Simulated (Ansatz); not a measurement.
Consider the formal exchange of groups at the Si–C bond: `O[SiH2]C(F)F` + `COC#C[SiH3]` → `O[SiH2]C#C[SiH3]` + `COC(F)F`.

Program: Ansatz. Geometries: PBE0-D4/def2-TZVP. ΔE: electronic, gas phase. CCSD(T)/CBS is the MP2 limit (def2-TZVPP, def2-QZVPP) plus CCSD(T) − MP2 in def2-TZVPP, frozen cores. Functionals use def2-TZVPP. B3LYP here is the variant with VWN-RPA as its local correlation; programs differ in this. One conformer a species, not always the lowest.

Task: Is it downhill or uphill in electronic energy at CCSD(T)/CBS, and by how much? (Best estimate.)

Result: Computed: Downhill: ΔE = -32.1 kcal/mol.

Task: What do these levels give: r2SCAN-D4, B3LYP-D4, HF/def2-TZVPP, HF/CBS(def2), MP2/CBS(def2), CCSD/CBS(def2)? (Best estimate.)

Result: The calculation gave: r2SCAN-D4 -29.9, B3LYP-D4 -28.3, HF/def2-TZVPP -33.8, HF/CBS(def2) -33.8, MP2/CBS(def2) -32.7, CCSD/CBS(def2) -32.2 kcal/mol.

Largest T1 diagnostic among the species: 0.013.

From PBE to PBE0 (25 % exact exchange), in def2-TZVPP and without D4, ΔE moves by −2.2 kcal/mol.
